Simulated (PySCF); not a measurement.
Ionisation energy of Mo³⁸⁺ by level of theory

Mo³⁸⁺ [He] 2s2 (1S) → Mo³⁹⁺ [He] 2s1 (2S), as a difference of total energies. Computed with PySCF 2.14 in an even-tempered Gaussian basis (17 s from 16 bohr⁻², ratio 2.2; 8 p from 24 bohr⁻², ratio 2.4; 5 d from 72 bohr⁻², ratio 2.4; 5 f from 110 bohr⁻², ratio 2.4; 4 g from 160 bohr⁻², ratio 2.4), with no relativity, point nucleus. Correlated levels: nothing frozen; virtual orbitals above 40 to 60 times the deepest correlated orbital energy dropped. The calculations carry no spin-orbit coupling.

| method | ionisation energy (eV) |
| --- | --- |
| UHF | 5385.9 |
| LDA | 5383.4 |
| PBE | 5390.5 |
| PBE0 | 5389.7 |
| r2SCAN | 5384.8 |
| TPSS | 5390.0 |
| M06-2X | 5392.0 |
| MP2 (all electrons) | 5393.4 |
| SCS-MP2 (all electrons) | 5394.8 |

Problem. How much does correlation contribute at MP2 (all electrons)?

Solution. 5393.4 − (5385.9) = 7.5 eV, measured against UHF.

The gap to the reference is mostly relativistic.

For comparison: 5548 ± 5 eV (semi-empirical (NIST evaluation); NIST Atomic Spectra Database, ionization energies).
